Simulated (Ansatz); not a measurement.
Ansatz (a first-principles code) input file for HgBr2, SMILES [Br][Hg][Br], PBE0/def2-SVPD. Geometry: PBE0-D3(BJ)/def2-SVP. The isomer is the one that the SMILES or the coordinates give; other isomers of the formula were not compared. The def2 effective core potentials stand for the cores of Hg; spin–orbit coupling is left out.

Ansatz 0.2 input:
```yaml
crystal:
  periodic: [false, false, false]
  atoms:
    - {symbol: Hg, position_ang: [0.00000000, 0.00000000, 0.00000000]}
    - {symbol: Br, position_ang: [0.00000000, 0.00000000, -2.41265153]}
    - {symbol: Br, position_ang: [0.00000000, 0.00000000, 2.41265153]}
basis:
  gaussian:
    orbitals: def2-SVPD
hamiltonian:
  xc: {name: PBE0}
```

It prints:

```
WARN ansatz: RAYON_NUM_THREADS=1 ignored (pool sized by the plan → 1); use --threads N
Functional definition: PBE0
integrals: 0.07 GiB planned
1113 factors; integrals over basis functions are off by at most 4.4e-4 eV
mean field: 0.69 GiB planned
mean field evaluation 1: about -144236.4540 eV, gradient 2.4e1 eV
mean field evaluation 2: about -144234.8566 eV, gradient 3.6e1 eV
mean field evaluation 4: about -144238.1900 eV, gradient 3.9e-1 eV
mean field evaluation 8: about -144238.3202 eV, gradient 9.5e-2 eV
mean field evaluation 16: about -144238.3202 eV, gradient 3.0e-5 eV
mean field -144238.32024998 eV, -5300.6605009420 hartree, gradient 3.0e-5 eV, S^2 0.000000; 0 other end points of the search recorded, 0 dependent functions left out
reference -144238.32028657 eV, -5300.6605022864 hartree; 45, 45 occupied and 72, 72 virtual orbitals, 1113 factors
Total energy: -144238.32028657 eV, -5300.6605022864 hartree
```

The run converged.

Cost: very roughly 2.8 core-seconds.
